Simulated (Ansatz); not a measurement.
H5O2Si2 can be A, `O[SiH2]O[SiH2]`•, or B, `O[SiH][SiH2]O`•.

Computed with Ansatz on PBE0-D4/def2-TZVP structures; ΔE is electronic, products minus reactants. CCSD(T)/CBS adds triple-zeta CCSD(T) − MP2 to the extrapolated MP2 energy (def2 sets, frozen cores). Functionals use def2-TZVPP. B3LYP here is the variant with VWN-RPA as its local correlation; programs differ in this. Open shells (•) are unrestricted, without spin–orbit coupling. One conformer a species, not always the lowest.

A:

Z-matrix (Å, degrees):
```
Si
O 1 1.634
O 1 1.638 2 112.3
H 1 1.478 2 109.7 3 -116.7
H 1 1.482 2 105.9 3 121.5
Si 2 1.639 1 146.2 3 51.6
H 3 0.958 1 118.4 2 72.4
H 6 1.490 2 107.8 1 170.1
H 6 1.493 2 109.8 1 -69.9
```

B:

```xyz
9

O    -0.833    1.507    1.538
Si    0.456    0.864    0.716
Si   -0.308   -0.828   -0.719
O     0.946   -1.839   -1.093
H    -0.728    2.391    1.893
H     1.234    1.967    0.063
H    -0.809   -0.345   -2.031
H    -1.412   -1.532   -0.007
H     1.456   -2.185   -0.359
```

Question: Which isomer does CCSD(T)/CBS put lower? Give the gap. (Best estimate.)

Answer: Ansatz gave: A, by 30.8 kcal/mol.

Question: Give E(B) − E(A) in kcal/mol with ωB97M-V, B3LYP-D4, B2PLYP, PBE-D4, CCSD/def2-TZVPP, HF/def2-TZVPP, MP2/def2-TZVPP. (An estimate is asked.)

Answer: Computed: ωB97M-V 31.0, B3LYP-D4 30.4, B2PLYP 31.8, PBE-D4 24.0, CCSD/def2-TZVPP 32.2, HF/def2-TZVPP 37.9, MP2/def2-TZVPP 33.6. None reverses the order clearly.

Largest T1 diagnostic: 0.015.

From PBE to PBE0 (25 % exact exchange), in def2-TZVPP and without D4, E(B) − E(A) moves by +2.6 kcal/mol. In def2-TZVPP, CCSD(T) changes the Hartree–Fock value by −6.5 kcal/mol (the triples alone add −0.8 kcal/mol) and MP2 by −4.3 kcal/mol.
